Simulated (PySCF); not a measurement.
Species: GaCl2(OiPr), C3H7Cl2GaO.
Structure used (PBE0-D3(BJ)/def2-SVP), in Å, numbered top down from 1:
```
atom  x, y, z in Å
Ga1    0.770    2.012   -1.251
Cl2    2.834    1.517   -1.449
Cl3   -0.030    3.761   -2.141
O4    -0.301    0.974   -0.319
C5     0.075   -0.278    0.242
C6    -0.515   -1.390   -0.606
C7    -0.411   -0.309    1.678
H8     1.178   -0.378    0.238
H9    -1.611   -1.292   -0.648
H10   -0.268   -2.379   -0.191
H11   -0.126   -1.344   -1.635
H12    0.044    0.509    2.256
H13   -1.504   -0.183    1.709
H14   -0.153   -1.263    2.161
```

Level of theory: PBE0-D3(BJ)/def2-SVP geometry optimisation, gas phase in PySCF.

Problem. Which atoms are bound to Ga1, and at what distances?

Solution. 3 atoms: O4 1.759 Å, Cl3 2.118 Å, Cl2 2.132 Å. The nearest atom not counted as bound is C5, at 2.82 Å.

Problem. List the angles at Ga1.

Solution. 
```json
{"angle": "Cl2–Ga1–Cl3", "degrees": "121.2", "distance of the outer atoms (Å)": "3.70"}
{"angle": "Cl2–Ga1–O4", "degrees": "120.1", "distance of the outer atoms (Å)": "3.38"}
{"angle": "Cl3–Ga1–O4", "degrees": "118.7", "distance of the outer atoms (Å)": "3.34"}
```

Problem. What is the shape at Ga1?

Solution. Planar: angles 121.2°, 120.1° and 118.7°, sum 360.0°, 0.01 Å off the plane of its three neighbours. The Ga–Cl distances aren't all alike: 2.118 to 2.132 Å.

Problem. What are the other bond lengths?

Solution. O4–C5 1.422 Å; C5–C6, C5–C7 1.517 Å; C5–H8 1.108 Å; C6–H9 and 5 like bonds 1.101 Å.

Problem. Give some angles away from the centre.

Solution. Ga1–O4–C5 124.6°, O4–C5–C6 108.8°, O4–C5–C7 107.9°, C6–C5–C7 112.9°.

Problem. What are the rotational constants (commonest isotopes, rigid rotor)?

Solution. A = 1775, B = 790.5, C = 618.7 MHz: an asymmetric top.

Point group: C1 (no symmetry element, even within 0.4 Å). Charge 0, singlet. Not checked by PBE0-D3(BJ)/def2-SVP frequencies.

Time: 6.8 min wall, 5.8 min CPU; peak memory 0.79 GiB. Hardware: AMD EPYC, one thread, shared host with 64 logical CPUs at a one-minute load of 61. These figures are those of the optimisation.

One conformer stands for the species.
